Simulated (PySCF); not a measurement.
CCl₃, charge -1, singlet, geometry from GFN2-xTB; PySCF with TPSS/def2-SV(P).

The PySCF input:
```python
from pyscf import gto, scf, dft

mol = gto.M(
    atom='''
C    -0.011093   -0.010052    0.658198
Cl    0.000761    1.668324   -0.051984
Cl    1.445327   -0.832289   -0.065826
Cl   -1.442173   -0.832488   -0.114495
''',
    basis='def2-sv(p)',
    charge=-1,
    spin=0,
    verbose=4,
    symmetry=True,
)

mf = dft.RKS(mol)
mf.xc = 'tpss'
mf.irrep_nelec = {"A'": 38, 'A"': 20}
mf.kernel()
mf.analyze()
```

Output, abridged:

```
PySCF version 2.14.0

[INPUT] verbose = 4
[INPUT] num. atoms = 4
[INPUT] num. electrons = 58
[INPUT] charge = -1
[INPUT] spin (= nelec alpha-beta = 2S) = 0
[INPUT] symmetry True subgroup None
[INPUT] Mole.unit = angstrom
[INPUT] Symbol           X                Y                Z      unit          X                Y                Z       unit  Magmom
[...]
nuclear repulsion = 247.718361695961
point group symmetry = C3v, use subgroup Cs
symmetry origin: [-9.94592697e-08 -4.30990169e-07  9.94592697e-08]
symmetry axis x: [ 0.86606556 -0.49988196  0.00696262]
symmetry axis y: [-0.01684968 -0.0152678   0.99974146]
symmetry axis z: [-0.49964641 -0.86595896 -0.02164577]
num. orbitals of irrep A' = 41
num. orbitals of irrep A" = 27
number of shells = 30
number of NR pGTOs = 132
number of NR cGTOs = 68
basis = def2-sv(p)
ecp = {}

******** <class 'pyscf.dft.rks_symm.SymAdaptedRKS'> ********
method = SymAdaptedRKS
initial guess = minao
damping factor = 0
level_shift factor = 0
DIIS = <class 'pyscf.scf.diis.CDIIS'>
diis_start_cycle = 1
diis_space = 8
diis_damp = 0
SCF conv_tol = 1e-09
SCF conv_tol_grad = None
SCF max_cycles = 50
direct_scf = True
direct_scf_tol = 1e-13
XC library pyscf.dft.libxc version 7.1.2
    S. Lehtola, C. Steigemann, M. J. T. Oliveira, and M. A. L. Marques,  SoftwareX 7, 1–5 (2018)
XC functionals = tpss
    J. Tao, J. P. Perdew, V. N. Staroverov, and G. E. Scuseria,  Phys. Rev. Lett. 91, 146401 (2003)
    J. P. Perdew, J. Tao, V. N. Staroverov, and G. E. Scuseria,  J. Chem. Phys. 120, 6898 (2004)
    J. Tao, J. P. Perdew, V. N. Staroverov, and G. E. Scuseria,  Phys. Rev. Lett. 91, 146401 (2003)
    J. P. Perdew, J. Tao, V. N. Staroverov, and G. E. Scuseria,  J. Chem. Phys. 120, 6898 (2004)
radial grids:
    Treutler-Ahlrichs [JCP 102, 346 (1995); DOI:10.1063/1.469408] (M4) radial grids

becke partition: Becke, JCP 88, 2547 (1988); DOI:10.1063/1.454033
pruning grids: <function nwchem_prune>
grids dens level: 3
symmetrized grids: True
atomic radii adjust function: <function treutler_atomic_radii_adjust>
small_rho_cutoff = 0
Freeze 58 electrons in irreps ["A'", 'A"']
    0 free electrons in irreps
Set gradient conv threshold to 3.16228e-05
Initial guess from minao.
tot grids = 70760
init E= -1418.42794926683
HOMO (A') = -0.0466526966250336  LUMO (A") = -0.31214706598525  gap/eV = -7.22447

WARN: A' HOMO -0.0466526966250336 > system LUMO -0.31214706598525

WARN: A" LUMO -0.31214706598525 < system HOMO -0.0466526966250336

cycle= 1 E= -1417.6640560306  delta_E= 0.764  |g|= 0.507  |ddm|= 7.61
HOMO (A') = 0.366286117938632  LUMO (A") = -0.0231622444057615  gap/eV = -10.59743

WARN: A' HOMO 0.366286117938632 > system LUMO -0.0231622444057615

WARN: A" LUMO -0.0231622444057615 < system HOMO 0.366286117938632

cycle= 2 E= -1417.48749265054  delta_E= 0.177  |g|= 0.854  |ddm|= 7.16
HOMO (A') = 0.259473533969872  LUMO (A") = -0.0261589143619356  gap/eV = -7.77245

WARN: A' HOMO 0.259473533969872 > system LUMO -0.0261589143619356

WARN: A" LUMO -0.0261589143619356 < system HOMO 0.259473533969872

cycle= 3 E= -1417.22032209194  delta_E= 0.267  |g|= 1.02  |ddm|= 6.32
HOMO (A') = 0.257671888344119  LUMO (A") = -0.0577068692978705  gap/eV = -8.58189

WARN: A' HOMO 0.257671888344119 > system LUMO -0.0577068692978705

WARN: A" LUMO -0.0577068692978705 < system HOMO 0.257671888344119

cycle= 4 E= -1417.72138557668  delta_E= -0.501  |g|= 0.191  |ddm|= 3.13
HOMO (A') = 0.254835063028161  LUMO (A") = -0.0591496802537379  gap/eV = -8.54396

WARN: A' HOMO 0.254835063028161 > system LUMO -0.0591496802537379

WARN: A" LUMO -0.0591496802537379 < system HOMO 0.254835063028161

cycle= 5 E= -1417.61867159827  delta_E= 0.103  |g|= 0.417  |ddm|= 2.37
HOMO (A') = 0.254512371619785  LUMO (A") = -0.0647195567611973  gap/eV = -8.68674

WARN: A' HOMO 0.254512371619785 > system LUMO -0.0647195567611973

WARN: A" LUMO -0.0647195567611973 < system HOMO 0.254512371619785

cycle= 6 E= -1417.63997122873  delta_E= -0.0213  |g|= 0.361  |ddm|= 0.583
HOMO (A') = 0.254122970706367  LUMO (A") = -0.0632134692942126  gap/eV = -8.63516

WARN: A' HOMO 0.254122970706367 > system LUMO -0.0632134692942126

WARN: A" LUMO -0.0632134692942126 < system HOMO 0.254122970706367

cycle= 7 E= -1417.63980952732  delta_E= 0.000162  |g|= 0.48  |ddm|= 2.36
HOMO (A') = 0.254023501255636  LUMO (A") = -0.0627560448427991  gap/eV = -8.62001

WARN: A' HOMO 0.254023501255636 > system LUMO -0.0627560448427991

WARN: A" LUMO -0.0627560448427991 < system HOMO 0.254023501255636

cycle= 8 E= -1417.63011821575  delta_E= 0.00969  |g|=  0.5  |ddm|= 0.134
HOMO (A') = 0.253830302717418  LUMO (A") = -0.0642335972823465  gap/eV = -8.65496

WARN: A' HOMO 0.253830302717418 > system LUMO -0.0642335972823465

WARN: A" LUMO -0.0642335972823465 < system HOMO 0.253830302717418

cycle= 9 E= -1417.65610908527  delta_E= -0.026  |g|= 0.437  |ddm|= 0.14
HOMO (A') = 0.249830598769512  LUMO (A") = -0.0666421682962737  gap/eV = -8.61166

WARN: A' HOMO 0.249830598769512 > system LUMO -0.0666421682962737

WARN: A" LUMO -0.0666421682962737 < system HOMO 0.249830598769512

cycle= 10 E= -1417.68920789494  delta_E= -0.0331  |g|= 0.286  |ddm|= 2.27
HOMO (A') = 0.253994292058648  LUMO (A") = -0.0649286682509675  gap/eV = -8.67834

WARN: A' HOMO 0.253994292058648 > system LUMO -0.0649286682509675

WARN: A" LUMO -0.0649286682509675 < system HOMO 0.253994292058648

cycle= 11 E= -1417.64720775412  delta_E= 0.042  |g|= 0.373  |ddm|= 0.512
HOMO (A') = 0.258015209500508  LUMO (A") = -0.0662381612558688  gap/eV = -8.82338

WARN: A' HOMO 0.258015209500508 > system LUMO -0.0662381612558688

WARN: A" LUMO -0.0662381612558688 < system HOMO 0.258015209500508

cycle= 12 E= -1417.70372438745  delta_E= -0.0565  |g|= 0.239  |ddm|=  0.7
HOMO (A') = 0.25420434513665  LUMO (A") = -0.0632592045316245  gap/eV = -8.63862

WARN: A' HOMO 0.25420434513665 > system LUMO -0.0632592045316245

WARN: A" LUMO -0.0632592045316245 < system HOMO 0.25420434513665

[...]
HOMO (A') = 0.253316299124479  LUMO (A") = -0.0597063917794949  gap/eV = -8.51778

WARN: A' HOMO 0.253316299124479 > system LUMO -0.0597063917794949

WARN: A" LUMO -0.0597063917794949 < system HOMO 0.253316299124479

cycle= 34 E= -1417.63352023596  delta_E= 0.0523  |g|= 0.406  |ddm|= 0.687
HOMO (A') = 0.257104064184098  LUMO (A") = -0.0613259868151217  gap/eV = -8.66492

WARN: A' HOMO 0.257104064184098 > system LUMO -0.0613259868151217

WARN: A" LUMO -0.0613259868151217 < system HOMO 0.257104064184098

cycle= 35 E= -1417.62036997347  delta_E= 0.0132  |g|= 0.415  |ddm|= 0.718
HOMO (A') = 0.248806145823919  LUMO (A") = -0.0355123658529468  gap/eV = -7.73670

WARN: A' HOMO 0.248806145823919 > system LUMO -0.0355123658529468

WARN: A" LUMO -0.0355123658529468 < system HOMO 0.248806145823919

cycle= 36 E= -1417.30010936844  delta_E= 0.32  |g|= 0.937  |ddm|= 3.42
HOMO (A') = 0.252765959462336  LUMO (A") = -0.056383005374891  gap/eV = -8.41237

WARN: A' HOMO 0.252765959462336 > system LUMO -0.056383005374891

WARN: A" LUMO -0.056383005374891 < system HOMO 0.252765959462336

cycle= 37 E= -1417.57927288343  delta_E= -0.279  |g|= 0.601  |ddm|= 1.38
HOMO (A') = 0.242830714459418  LUMO (A") = -0.0550279809635215  gap/eV = -8.10515

WARN: A' HOMO 0.242830714459418 > system LUMO -0.0550279809635215

WARN: A" LUMO -0.0550279809635215 < system HOMO 0.242830714459418

cycle= 38 E= -1417.54669128111  delta_E= 0.0326  |g|= 0.661  |ddm|= 0.481
HOMO (A') = 0.253831158045626  LUMO (A") = -0.0620938876363453  gap/eV = -8.59676

WARN: A' HOMO 0.253831158045626 > system LUMO -0.0620938876363453

WARN: A" LUMO -0.0620938876363453 < system HOMO 0.253831158045626

cycle= 39 E= -1417.67879058294  delta_E= -0.132  |g|= 0.375  |ddm|= 0.91
HOMO (A') = 0.248963140491302  LUMO (A") = -0.0623789930569227  gap/eV = -8.47205

WARN: A' HOMO 0.248963140491302 > system LUMO -0.0623789930569227

WARN: A" LUMO -0.0623789930569227 < system HOMO 0.248963140491302

cycle= 40 E= -1417.64880471317  delta_E= 0.03  |g|= 0.465  |ddm|= 0.854
HOMO (A') = 0.251847971923024  LUMO (A") = -0.0640148086887948  gap/eV = -8.59506

WARN: A' HOMO 0.251847971923024 > system LUMO -0.0640148086887948

WARN: A" LUMO -0.0640148086887948 < system HOMO 0.251847971923024

cycle= 41 E= -1417.66374860615  delta_E= -0.0149  |g|= 0.419  |ddm|= 0.35
HOMO (A') = 0.253428174855921  LUMO (A") = -0.0630354114791496  gap/eV = -8.61141

WARN: A' HOMO 0.253428174855921 > system LUMO -0.0630354114791496

WARN: A" LUMO -0.0630354114791496 < system HOMO 0.253428174855921

cycle= 42 E= -1417.62299083866  delta_E= 0.0408  |g|= 0.411  |ddm|= 2.39
HOMO (A') = 0.253445876764463  LUMO (A") = -0.0631955691922967  gap/eV = -8.61625

WARN: A' HOMO 0.253445876764463 > system LUMO -0.0631955691922967

WARN: A" LUMO -0.0631955691922967 < system HOMO 0.253445876764463

cycle= 43 E= -1417.63584544994  delta_E= -0.0129  |g|= 0.393  |ddm|= 0.302
HOMO (A') = 0.253532435070111  LUMO (A") = -0.0637142458251869  gap/eV = -8.63272

WARN: A' HOMO 0.253532435070111 > system LUMO -0.0637142458251869

WARN: A" LUMO -0.0637142458251869 < system HOMO 0.253532435070111

cycle= 44 E= -1417.62566755193  delta_E= 0.0102  |g|= 0.405  |ddm|= 0.276
HOMO (A') = 0.254896975019278  LUMO (A") = -0.0664364447846419  gap/eV = -8.74393

WARN: A' HOMO 0.254896975019278 > system LUMO -0.0664364447846419

WARN: A" LUMO -0.0664364447846419 < system HOMO 0.254896975019278

cycle= 45 E= -1417.65132487053  delta_E= -0.0257  |g|= 0.452  |ddm|= 2.42
HOMO (A') = 0.254170071618602  LUMO (A") = -0.0655140769956866  gap/eV = -8.69905

WARN: A' HOMO 0.254170071618602 > system LUMO -0.0655140769956866

WARN: A" LUMO -0.0655140769956866 < system HOMO 0.254170071618602

cycle= 46 E= -1417.71151271951  delta_E= -0.0602  |g|= 0.188  |ddm|= 1.78
HOMO (A') = 0.253996684597935  LUMO (A") = -0.0620526170725983  gap/eV = -8.60014

WARN: A' HOMO 0.253996684597935 > system LUMO -0.0620526170725983

WARN: A" LUMO -0.0620526170725983 < system HOMO 0.253996684597935

cycle= 47 E= -1417.65479115274  delta_E= 0.0567  |g|= 0.444  |ddm|= 1.99
HOMO (A') = 0.251934066920898  LUMO (A") = -0.0618098918470191  gap/eV = -8.53741

WARN: A' HOMO 0.251934066920898 > system LUMO -0.0618098918470191

WARN: A" LUMO -0.0618098918470191 < system HOMO 0.251934066920898

cycle= 48 E= -1417.6520671447  delta_E= 0.00272  |g|= 0.451  |ddm|= 0.119
HOMO (A') = 0.252155376387459  LUMO (A") = -0.061258297074759  gap/eV = -8.52842

WARN: A' HOMO 0.252155376387459 > system LUMO -0.061258297074759

WARN: A" LUMO -0.061258297074759 < system HOMO 0.252155376387459

cycle= 49 E= -1417.64445239595  delta_E= 0.00761  |g|= 0.47  |ddm|= 0.0584
HOMO (A') = 0.252068091471388  LUMO (A") = -0.0612684619599007  gap/eV = -8.52632

WARN: A' HOMO 0.252068091471388 > system LUMO -0.0612684619599007

WARN: A" LUMO -0.0612684619599007 < system HOMO 0.252068091471388

cycle= 50 E= -1417.64482855795  delta_E= -0.000376  |g|= 0.469  |ddm|= 0.0193
SCF not converged.
SCF energy = -1417.64482855795
**** SCF Summaries ****
Total Energy =                       -1417.644828557952678
Nuclear Repulsion Energy =             247.718361695960652
One-electron Energy =                -2463.384226248909727
Two-electron Energy =                  798.021035994996282
Two-electron Coulomb Energy =          888.537985527586784
DFT Exchange-Correlation Energy =      -90.516949532590445
HOMO-LUMO gap [eV] =                    -8.526321909595143
Wave-function symmetry = A'
occupancy for each irrep:     A'   A"
                              19   10
**** MO energy ****
[...]
 ** Mulliken pop on meta-lowdin orthogonal AOs  **
 ** Mulliken pop  **
 ** Mulliken atomic charges  **
charge of    0C =     -0.98916
charge of    1Cl =     -0.29258
charge of    2Cl =      0.57431
charge of    3Cl =     -0.29258

WARN: System has nonzero charge -1; the dipole moment is origin-dependent.
Location of origin: [0. 0. 0.]

Dipole moment(X, Y, Z, Debye):  6.18866, -3.51535, -2.21725
```

The run did not converge; its last values are not results.
